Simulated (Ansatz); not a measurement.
CH6B2S (`BSBC`), 10 atoms. The species carries charge 0 and has multiplicity 1. All runs use 2 threads of an INTEL XEON PLATINUM 8581C on a shared host. Correlated methods freeze the cores.

(1) Give the basis size and wall time and peak host memory of each of these runs in Ansatz. RHF-CCSD(T)/def2-TZVPP energy; RHF-MP2/def2-QZVPP energy; RKS PBE-D4/def2-TZVPP energy and forces; RKS r2SCAN0-D4/def2-TZVPP energy; direct RPA on PBE orbitals/def2-TZVPP energy; RKS PBE-QIDH (frozen core)/def2-TZVPP energy; RKS PBE0-D4/def2-SVP energy; RKS PBE0-D4/def2-QZVPP energy; RKS B97M-V/def2-TZVPP energy; RKS ωB97M-V/def2-SVP energy; RKS PBE0-D4/def2-TZVP frequencies; RKS PBE0-D4/def2-TZVP relaxation (8 steps). (Estimate.)

Results:

(1) Ansatz gave: Other jobs shared the machine, so times are rough.

```json
{"level": "RKS PBE0-D4/def2-SVP", "job": "energy", "functions": "90", "wall time": "0.65 s", "peak host memory (GiB)": "0.18"}
{"level": "RKS PBE-D4/def2-TZVPP", "job": "energy and forces", "functions": "219", "wall time": "1.5 s", "peak host memory (GiB)": "0.26"}
{"level": "RKS ωB97M-V/def2-SVP", "job": "energy", "functions": "90", "wall time": "2 s", "peak host memory (GiB)": "0.26"}
{"level": "RKS r2SCAN0-D4/def2-TZVPP", "job": "energy", "functions": "219", "wall time": "2.6 s", "peak host memory (GiB)": "0.45"}
{"level": "direct RPA on PBE orbitals/def2-TZVPP", "job": "energy", "functions": "219", "wall time": "3 s", "peak host memory (GiB)": "0.44"}
{"level": "RKS PBE-QIDH (frozen core)/def2-TZVPP", "job": "energy", "functions": "219", "wall time": "3.3 s", "peak host memory (GiB)": "0.48"}
{"level": "RKS B97M-V/def2-TZVPP", "job": "energy", "functions": "219", "wall time": "4.5 s", "peak host memory (GiB)": "0.32"}
{"level": "RKS PBE0-D4/def2-QZVPP", "job": "energy", "functions": "421", "wall time": "5.5 s", "peak host memory (GiB)": "1.1"}
{"level": "RHF-MP2/def2-QZVPP", "job": "energy", "functions": "421", "wall time": "14 s", "peak host memory (GiB)": "2.1"}
{"level": "RKS PBE0-D4/def2-TZVP", "job": "relaxation (8 steps)", "functions": "166", "wall time": "15 s", "peak host memory (GiB)": "0.37"}
{"level": "RHF-CCSD(T)/def2-TZVPP", "job": "energy", "functions": "219", "wall time": "38 s", "peak host memory (GiB)": "3.3"}
{"level": "RKS PBE0-D4/def2-TZVP", "job": "frequencies", "functions": "166", "wall time": "72 s", "peak host memory (GiB)": "0.38"}
```
